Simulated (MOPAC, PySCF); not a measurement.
H10OSi4, SMILES `[SiH3][SiH]([SiH3])[SiH2]O` (H–O–Si–Si torsion 180°, O–Si–Si–Si torsion 59°), neutral singlet in the gas phase. 

Z-matrix (Å, degrees):
```
Si
H 1 1.4892
Si 1 2.3388 2 108.12
O 3 1.6601 1 105.03 2 178.60
H 4 0.9605 3 118.61 1 179.94
H 3 1.4878 4 111.03 5 -59.49
H 3 1.4879 6 106.86 4 -121.20
Si 1 2.3432 2 109.28 3 -119.72
H 8 1.4820 1 109.58 2 -178.26
H 8 1.4836 9 108.76 1 121.09
H 8 1.4838 9 108.62 10 117.98
Si 1 2.3433 2 109.32 3 119.53
H 12 1.4819 1 109.57 2 177.19
H 12 1.4836 13 108.78 1 -121.12
H 12 1.4838 13 108.63 14 -117.99
```
Charge 0, multiplicity 1.

All levels are single points at this geometry (B3LYP-D3(BJ)/def2-TZVP); Pople sets use spherical d functions. Orbital energies aren't observables, and empty levels follow the basis.

| level | HOMO (eV) | LUMO (eV) | gap (eV) | dipole (D) | vertical IE, Delta-SCF (eV) |
|---|---|---|---|---|---|
| B3LYP-D3(BJ)/def2-TZVP in PySCF | -7.63 | -0.82 | 6.81 | 1.39 | 9.49 |
| PBE-D3(BJ)/def2-TZVP in PySCF | -6.74 | -1.47 | 5.27 | 1.35 | – |
| B3LYP/3-21G in PySCF | -7.59 | -0.19 | 7.40 | 1.67 | – |
| B3LYP/6-311+G** in PySCF | -7.70 | -0.98 | 6.71 | 1.45 | – |
| B3LYP/6-31G* in PySCF | -7.50 | -0.41 | 7.09 | 1.52 | 9.43 |
| B3LYP/LANL2DZ in PySCF | -7.81 | -0.26 | 7.55 | 1.69 | – |
| BP86/6-31G* in PySCF | -6.71 | -1.10 | 5.61 | 1.52 | – |
| M06-2X/6-31G* in PySCF | -8.70 | 0.48 | 9.18 | 1.55 | – |
| PBE/6-31G* in PySCF | -6.61 | -1.07 | 5.53 | 1.51 | – |
| SVWN5/6-31G* in PySCF | -6.63 | -1.25 | 5.38 | 1.55 | – |
| HF/3-21G in PySCF | -10.33 | 2.93 | 13.26 | 1.78 | – |
| PM3 in MOPAC | -9.08 | -1.71 | 7.38 | 1.24 | – |
| PM7 in MOPAC | -10.35 | -0.13 | 10.22 | 1.40 | – |
